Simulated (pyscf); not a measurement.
Thermochemistry of product channels of `[Cl][Si][Cl]` [singlet] + `[Cl][Si][Cl]` [singlet] on the singlet surface, in kcal/mol, from ωB97M-D3(BJ)/def2-TZVP energies (ideal gas, 1 atm, RRHO with modes under 100 cm⁻¹ raised to 100, one conformer, R ln 2 for chiral ones without a mode under 150 cm⁻¹). Single points on ωB97X-D3(BJ)/def2-SVP structures (PySCF, gas phase).

```json
[
 {"products": "`[Cl][Si][Si]([Cl])([Cl])[Cl]` [singlet]", "ΔE": "-19.3", "ΔH(298 K)": "-17.7", "ΔG(900 K)": "+16.2", "ΔG(1200 K)": "+26.6"},
 {"products": "`[Cl][Si]([Cl])=[Si]([Cl])[Cl]`", "ΔE": "-8.5", "ΔH(298 K)": "-7.0", "ΔG(900 K)": "+26.9", "ΔG(1200 K)": "+37.2"}
]
```

The channel to Cl–Si:–Si(Cl)(Cl)–Cl [singlet] turns unfavourable between 298 and 1200 K (ΔG from -6.0 kcal/mol to +26.6 kcal/mol).

These are energies of the channels, which say nothing of barriers. A restricted solution here is unstable towards spin polarisation, so biradical character is likely and single-reference numbers are less safe.
